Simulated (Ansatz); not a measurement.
Mulliken charges of BrH2InO2 (`[OH][In]([OH])[Br]`) from PBE/def2-TZVPP in Ansatz (PBE0-D4/def2-TZVP geometry).

```tsv
atom	x (Å)	y (Å)	z (Å)	charge (e)
O1	-1.069	1.306	-0.507	-0.437
In2	-0.268	-0.465	-0.164	0.834
O3	1.486	-0.661	0.721	-0.437
Br4	-1.472	-2.458	-0.850	-0.309
H5	-0.514	2.031	-0.206	0.175
H6	1.879	0.183	0.960	0.175
```

Q: By hand: the dipole of these point charges (1 e Å = 4.8032 D).

A: Σ q r = (0.288, 0.477, 0.164) e Å, of length 0.581 e Å = 2.79 D.

Q: How does the dipole of the full density compare? (An estimate is asked.)

A: Computed: (0.274, 0.454, 0.156) e Å, 2.65 D; the point charges give 1.05 times that, at 0° from its direction.

Point charges leave out the atoms' own dipoles, such as those of lone pairs, and Mulliken's split depends on the basis, so the close match here is no proof of good charges.
